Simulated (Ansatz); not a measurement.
Reactions of C2H6OSSi (`SC1OC[SiH2]1`).

Isolated molecules relaxed with PBE0-D4/def2-TZVP in Ansatz; ΔE leaves out vibrations. CCSD(T)/CBS is the MP2 limit (def2-TZVPP, def2-QZVPP) plus CCSD(T) − MP2 in def2-TZVPP, frozen cores. This one scheme is used for every species, atoms too. Functionals use def2-TZVPP. B3LYP here is the variant with VWN-RPA as its local correlation; programs differ in this. No spin–orbit coupling; open shells (•) take unrestricted orbitals. Spin–orbit coupling would lower the free atoms: a little for C, O, S, Si. One conformer a species, not always the lowest.

```
                                    reaction  B3LYP-D4 (kJ/mol)  CCSD/CBS(def2) (kJ/mol)  CCSD(T)/CBS(def2) (kJ/mol)
             `SC1OC[SiH2]1` → `C[Si]1(S)CO1`               -229                     -234                        -233
`SC1OC[SiH2]1` → 2 C• + 6 H• + O• + S• + Si•               3856                     3799                        3868
             `SC1OC[SiH2]1` → `C[SiH](S)C=O`               -197                     -193                        -190
   `SC1OC[SiH2]1` + H₂ → `C1OC[SiH2]1` + H₂S                -51                      -58                         -50
              `SC1OC[SiH2]1` → `S[SiH]1CCO1`               -266                     -279                        -275
            `SC1OC[SiH2]1` → `COC([SiH3])=S`                -37                      -18                         -23
            `SC1OC[SiH2]1` → `CC(=S)[SiH2]O`               -223                     -223                        -224
           `SC1OC[SiH2]1` → `[SiH3]C1(S)CO1`                 26                       27                          27
 `SC1OC[SiH2]1` + H–F → `FC1OC[SiH2]1` + H₂S                 13                       22                          26
             `SC1OC[SiH2]1` → `[SiH3]SC1CO1`                -41                      -41                         -40
```

Largest T1 diagnostic: 0.017, for `COC([SiH3])=S`.
